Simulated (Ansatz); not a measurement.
`O[SiH2]S[Si](F)(Cl)Cl` and `O[SiH2]O[Si](F)(Cl)Cl` differ in one atom or group.

Ansatz, PBE0-D4/def2-TZVP geometries, multiplicity 1. Each molecule was computed in one conformer, which needn't be the lowest.

```
                                      property  `O[SiH2]S[Si](F)(Cl)Cl`
         LUMO energy (ωB97M-V/def2-TZVPP) / eV                     1.58
size of the dipole moment (PBE/def2-TZVPP) / D                     0.55
             LUMO energy (PBE/def2-TZVPP) / eV                    -1.30
           HOMO energy (B3LYP/def2-TZVPP) / eV                    -8.00
       HOMO–LUMO gap (ωB97M-V/def2-TZVPP) / eV                    12.02
             HOMO energy (PBE/def2-TZVPP) / eV                    -7.01
```

(1) Give the same properties after the change, and the shifts. (Estimate.)

## Answers

(1) The calculation gave: 
```
                                      property  `O[SiH2]O[Si](F)(Cl)Cl`  shift
         LUMO energy (ωB97M-V/def2-TZVPP) / eV                     1.77   0.19
size of the dipole moment (PBE/def2-TZVPP) / D                     1.76   1.21
             LUMO energy (PBE/def2-TZVPP) / eV                    -0.74   0.56
           HOMO energy (B3LYP/def2-TZVPP) / eV                    -9.05  -1.05
       HOMO–LUMO gap (ωB97M-V/def2-TZVPP) / eV                    13.32   1.30
             HOMO energy (PBE/def2-TZVPP) / eV                    -7.80  -0.79
```

With PBE0 the HOMO falls by 0.99 eV and the LUMO rises by 0.55 eV, so the gap widens by about 1.54 eV. PBE moves the HOMO by -0.79 eV and ωB97M-V by -1.11 eV. Dipoles are sizes alone; their direction can turn.

B3LYP here is the variant with VWN-RPA as its local correlation; programs differ in this.
